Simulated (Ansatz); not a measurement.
`Cc1cc(-c2sc(-c3sc(-c4sc(-c5sc(-c6sc(C#C[Si](C)(C)C)cc6C)cc5C)cc4C)cc3C)cc2C)sc1C#C[Si](C)(C)C`. The state is a triplet with charge 0. Geometry PBE-D4/def2-SVP, that of the neutral singlet; atoms count from 1.

```xyz
90

C    -4.634    9.741    2.412
C    -3.667    8.628    2.689
C    -3.623    7.401    1.980
C    -2.635    6.509    2.410
C    -2.369    5.184    1.906
S    -3.497    4.494    0.753
C    -2.574    3.008    0.617
C    -2.981    1.913   -0.223
S    -2.021    0.442   -0.210
C    -3.063   -0.343   -1.381
C    -2.772   -1.681   -1.830
S    -1.145   -2.317   -1.668
C    -1.597   -3.864   -2.357
C    -0.613   -4.905   -2.518
S     1.087   -4.484   -2.556
C     1.580   -6.159   -2.727
C     2.960   -6.563   -2.828
S     3.317   -8.252   -3.127
C     5.047   -7.963   -3.110
C     5.950   -9.022   -3.311
C     6.726   -9.970   -3.494
Si    7.865  -11.398   -3.776
C     9.141  -10.905   -5.082
C     6.826  -12.860   -4.378
C     8.725  -11.826   -2.146
C     5.305   -6.610   -2.880
C     4.145   -5.807   -2.722
C     4.199   -4.327   -2.470
C     0.446   -6.976   -2.765
C    -0.791   -6.294   -2.650
C    -2.120   -6.994   -2.634
C    -2.956   -3.857   -2.683
C    -3.631   -2.641   -2.393
C    -5.097   -2.435   -2.647
C    -4.109    0.514   -1.733
C    -4.079    1.782   -1.094
C    -5.108    2.847   -1.343
C    -1.451    3.080    1.447
C    -1.320    4.287    2.178
C    -0.186    4.557    3.125
S    -1.726    7.215    3.734
C    -2.685    8.686    3.693
C    -2.424    9.728    4.600
C    -2.197   10.637    5.411
Si   -1.865   11.982    6.630
C    -0.779   11.273    8.006
C    -0.976   13.404    5.755
C    -3.517   12.580    7.331
H    -4.450   10.604    3.080
H    -5.682    9.407    2.560
H    -4.550   10.091    1.362
H    -4.305    7.164    1.151
H     9.735  -10.031   -4.747
H     9.842  -11.744   -5.277
H     8.647  -10.638   -6.039
H     6.304  -12.613   -5.325
H     7.469  -13.747   -4.558
H     6.059  -13.137   -3.627
H     9.318  -10.966   -1.772
H     9.414  -12.686   -2.283
H     7.986  -12.096   -1.365
H     6.328   -6.214   -2.829
H     5.247   -3.985   -2.372
H     3.661   -4.044   -1.541
H     3.732   -3.750   -3.297
H     0.515   -8.070   -2.859
H    -2.654   -6.888   -3.604
H    -1.992   -8.078   -2.447
H    -2.787   -6.583   -1.849
H    -3.460   -4.710   -3.154
H    -5.279   -1.816   -3.552
H    -5.589   -1.919   -1.796
H    -5.608   -3.404   -2.805
H    -4.871    0.251   -2.477
H    -5.669    3.104   -0.418
H    -5.843    2.512   -2.100
H    -4.648    3.790   -1.709
H    -0.724    2.258    1.523
H     0.559    3.739    3.088
H    -0.539    4.644    4.175
H     0.336    5.507    2.885
H    -0.556   12.051    8.766
H     0.184   10.902    7.600
H    -1.284   10.428    8.515
H    -0.756   14.226    6.468
H    -1.598   13.817    4.935
H    -0.017   13.062    5.315
H    -4.056   11.754    7.837
H    -4.171   12.974    6.527
H    -3.355   13.392    8.071
```

Single mean-field runs in def2-SVP are fitted with def2-universal-jkfit. At PBE0-D4/def2-SVP a singlet of charge 0 lies 1.69 eV below the triplet at the same geometry.

(1) Estimate the Mulliken populations of the heavy atoms from the PBE0/def2-SVP orbitals of Ansatz.

(2) Where does the spin sit?

(3) And the Mayer bond orders between heavy atoms (over 0.3, the first 40 of 53)?

Results:

(1) 
| atom | charge (e) | spin (α − β) |
| --- | --- | --- |
| C1 | 0.02 | 0.01 |
| C2 | -0.05 | -0.11 |
| C3 | -0.05 | 0.19 |
| C4 | -0.10 | -0.10 |
| C5 | -0.06 | 0.31 |
| S6 | 0.07 | 0.04 |
| C7 | -0.08 | 0.05 |
| C8 | -0.07 | 0.22 |
| S9 | 0.09 | 0.04 |
| C10 | -0.09 | 0.27 |
| C11 | -0.10 | -0.02 |
| S12 | 0.12 | 0.03 |
| C13 | -0.10 | 0.23 |
| C14 | -0.09 | -0.08 |
| S15 | 0.11 | 0.01 |
| C16 | -0.08 | 0.14 |
| C17 | -0.09 | -0.07 |
| S18 | 0.15 | 0.01 |
| C19 | -0.16 | 0.08 |
| C20 | 0.16 | -0.04 |
| C21 | -0.41 | 0.06 |
| Si22 | 0.53 | 0.00 |
| C23 | -0.33 | 0.00 |
| C24 | -0.33 | 0.00 |
| C25 | -0.33 | 0.00 |
| C26 | 0.03 | -0.05 |
| C27 | -0.14 | 0.08 |
| C28 | 0.01 | -0.01 |
| C29 | -0.05 | -0.08 |
| C30 | -0.09 | 0.13 |
| C31 | 0.01 | -0.01 |
| C32 | -0.03 | -0.09 |
| C33 | -0.10 | 0.20 |
| C34 | 0.01 | -0.02 |
| C35 | -0.03 | 0.02 |
| C36 | -0.13 | 0.13 |
| C37 | 0.02 | -0.01 |
| C38 | -0.04 | 0.22 |
| C39 | -0.11 | -0.10 |
| C40 | 0.01 | 0.01 |
| S41 | 0.14 | 0.03 |
| C42 | -0.16 | 0.19 |
| C43 | 0.13 | -0.09 |
| C44 | -0.41 | 0.14 |
| Si45 | 0.53 | 0.00 |
| C46 | -0.33 | 0.00 |
| C47 | -0.32 | 0.00 |
| C48 | -0.33 | 0.00 |
Mulliken values depend strongly on the basis.

(2) Summed by element: C 1.81, S 0.16, Si -0.01, H 0.03, of 2 unpaired in all. Largest on single atoms: C5 0.31, C10 0.27, C13 0.23.

(3) C1–C2 1.09 (1.50 Å); C2–C3 1.34 (1.42 Å); C2–C42 1.42 (1.41 Å); C3–C4 1.38 (1.40 Å); C4–C5 1.25 (1.44 Å); C4–S41 1.09 (1.75 Å); C5–S6 1.08 (1.75 Å); C5–C39 1.33 (1.41 Å); S6–C7 1.05 (1.75 Å); C7–C8 1.38 (1.44 Å); C7–C38 1.25 (1.40 Å); C8–S9 1.06 (1.76 Å); C8–C36 1.24 (1.41 Å); S9–C10 1.06 (1.75 Å); C10–C11 1.30 (1.44 Å); C10–C35 1.26 (1.40 Å); C11–S12 1.07 (1.75 Å); C11–C33 1.35 (1.41 Å); S12–C13 1.09 (1.75 Å); C13–C14 1.21 (1.44 Å); C13–C32 1.36 (1.40 Å); C14–S15 1.10 (1.75 Å); C14–C30 1.43 (1.41 Å); S15–C16 1.10 (1.75 Å); C16–C17 1.20 (1.44 Å); C16–C29 1.41 (1.40 Å); C17–S18 1.12 (1.75 Å); C17–C27 1.44 (1.41 Å); S18–C19 1.10 (1.75 Å); C19–C20 1.06 (1.41 Å); C19–C26 1.45 (1.40 Å); C20–C21 2.70 (1.24 Å); C21–Si22 0.85 (1.85 Å); Si22–C23 1.02 (1.89 Å); Si22–C24 1.02 (1.89 Å); Si22–C25 1.02 (1.89 Å); C26–C27 1.31 (1.42 Å); C27–C28 1.09 (1.50 Å); C29–C30 1.35 (1.42 Å); C30–C31 1.09 (1.50 Å).
